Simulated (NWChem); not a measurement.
Atomisation of CH$_{3}$Se$_{2}$

```xyz
6

C      2.1570     0.4079     0.0000
Se     0.5745    -0.7784     0.0000
Se    -1.1707     0.6525     0.0000
H      2.1371     1.0383     0.9078
H      3.0529    -0.2440     0.0000
H      2.1371     1.0383    -0.9078
```
Charge 0, spin multiplicity 2.

All runs are NWChem calculations. The geometry was optimised at UPBE/def2-SVP, a minimum by its harmonic frequencies.

Basis set: def2-TZVP. The atomisation energy is electronic alone: no zero-point, thermal, spin-orbit or counterpoise terms. No value is extrapolated to the basis-set limit. Free atoms are single determinants with multiplicities C 3, Se 3, H 2.

The Hamiltonian is non-relativistic. B3LYP has NWChem's definition, with VWN1-RPA local correlation. The structure started from a generated list of species. The unpaired electrons of the parent sit in orbitals of symmetry a" (Cs labels of the run); other states weren't searched. No SCF solution was tested for a lower state. Open-shell Hartree-Fock references start from PBE0 orbitals.

### Question
Order these methods by the atomisation energy they give, lowest first: B3LYP, PBE, PBE0, BP86, TPSS, HF.

### Answer
HF (301.5 kcal/mol), B3LYP (436.5 kcal/mol), PBE0 (440.8 kcal/mol), TPSS (448.8 kcal/mol), PBE (452.5 kcal/mol), BP86 (457.2 kcal/mol)
